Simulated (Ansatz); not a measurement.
Species: 3-methyl-2,5-dihydro-1H-silole, C$_{5}$H$_{10}$Si (charge 0, singlet). 
Coordinates optimised at B3LYP-D3(BJ)/def2-TZVP (Ansatz, a program for electronic structure):
```
C
C 1 1.3366
H 2 1.0862 1 120.37
C 1 1.4977 2 123.85 3 0.00
H 4 1.0905 1 111.81 2 0.06
H 4 1.0943 5 108.37 1 -122.39
H 4 1.0944 5 108.36 6 -115.22
C 2 1.5105 3 119.19 1 -179.98
H 8 1.0939 2 111.52 3 -59.04
H 8 1.0939 9 106.15 2 -121.62
C 1 1.5176 2 118.05 3 -179.98
H 11 1.0944 1 110.82 2 -121.54
H 11 1.0945 12 105.98 1 120.27
Si 11 1.8935 12 113.08 13 124.38
H 14 1.4839 11 113.16 12 -121.41
H 14 1.4840 15 107.83 11 -125.88
```
Charge 0, spin multiplicity 1.

Basis-set convergence of Hartree-Fock and CCSD(T) correlation energies (hartree) with Ansatz. Cores are frozen in the correlated levels unless marked. No spin-orbit coupling. Non-relativistic.

```json
[
 {"basis": "aug-cc-pV(D+d)Z", "functions": "237", "E(HF)": "-484.11254", "E(corr, CCSD(T))": "-0.92471"},
 {"basis": "aug-cc-pV(T+d)Z", "functions": "515", "E(HF)": "…", "E(corr, CCSD(T))": "…"}
]
```

Task: Fill in the missing entries.

Result: 
- aug-cc-pV(T+d)Z, E(HF): -484.17136
- aug-cc-pV(T+d)Z, E(corr, CCSD(T)): -1.07993
